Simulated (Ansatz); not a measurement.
Al2SiO5. The state is a singlet with charge 0. Geometry PBE-D4/def2-SVP, basis def2-TZVP, Ansatz.

```xyz
8

Al   -0.740   -1.202    0.905
Al   -0.265    1.458   -0.063
Si    0.957   -1.090   -0.629
O    -0.580   -1.778   -0.815
O     1.021    0.503   -1.013
O     1.066   -1.399    1.034
O    -1.237    0.425    1.014
O    -0.223    3.083   -0.433
```

| run | HOMO (eV) | LUMO (eV) |
| --- | --- | --- |
| A | -6.38 | -5.74 |
| B | -5.99 | -5.93 |
| C | -7.24 | -5.05 |
| D | -6.69 | -5.50 |
| E | -6.13 | -5.91 |

Another isomer (singlet) lies 1.78 eV lower at PBE0-D4/def2-TZVP; other spin states weren't run for this one.

The runs used BHLYP, PBE, PBE0, r2SCAN, r2SCANh. Estimate which is which.

A r2SCANh (10 % exact exchange); B PBE (0 % exact exchange); C BHLYP (50 % exact exchange); D PBE0 (25 % exact exchange); E r2SCAN (0 % exact exchange). Exact exchange lowers occupied and raises empty levels; among semilocal functionals meta-GGAs tend to open the gap a little, and such runs are hard to tell apart. The gap grows from 0.06 eV (PBE) to 2.19 eV (BHLYP).
